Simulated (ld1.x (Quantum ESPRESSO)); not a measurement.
**Transferability test, PAW potential for indium**

```
Element                 : indium
Generator               : ld1.x (Quantum ESPRESSO) 7.5
Type                    : PAW
Functional              : PW91
Relativity              : scalar-relativistic
Frozen core             : [Kr] 4d10
Valence charge          : 3
Reference configuration : 5s2 5p0 (charge +1)
Partial waves           : 5s (bound): rcut 1.90, rcutus 2.15 bohr; 5s channel at 2.9 Ry: rcut 1.90, rcutus 2.15 bohr; 5p (bound, empty): rcut 1.80, rcutus 2.30 bohr; 5p channel at 0.55 Ry: rcut 1.80, rcutus 2.30 bohr; 5d channel at 0.05 Ry: rcut 1.65, rcutus 2.05 bohr; 5d channel at 1.75 Ry: rcut 1.65, rcutus 2.05 bohr
Local potential         : all-electron potential smoothed inside 2.20 bohr (lloc = -1)
Core correction         : a·sin(br)/r model core inside 1.20 bohr
Augmentation charge     : PSQ, radius 1.85 bohr
```

Energies are relative to the spin-unpolarised reference configuration 5s2 5p0; without spin polarisation the order of configurations can differ from experiment. Not all tests gave a result: test run stopped at test 5 of 7 (negative rho).

| valence configuration | charge | ΔE all-electron (eV) | error AE − PS (meV) |
| --- | --- | --- | --- |
| 5s1 5p0 | +2 | 19.324 | -138 |
| 5s1 5p2 | 0 | 0.454 | -5.4 |

Task: What are ΔE and the potential's error for 5s2 5p0.5?

Result: ΔE = -3.455 eV all-electron; the error (AE − PS) is -5.1 meV.

Task: What are ΔE and the potential's error for 5s2 5p1?

Result: ΔE = -5.419 eV all-electron; the error (AE − PS) is -14 meV.

Levels in the configuration 5s1 5p0:

```tsv
level	all-electron (eV)	pseudo (eV)
5s	-23.756	-24.059
```

Note: ghost state, extra bound levels that the all-electron valence spectrum of the same l lacks: d at -26.3 eV. A true bound ghost makes a file unfit for plane-wave use.
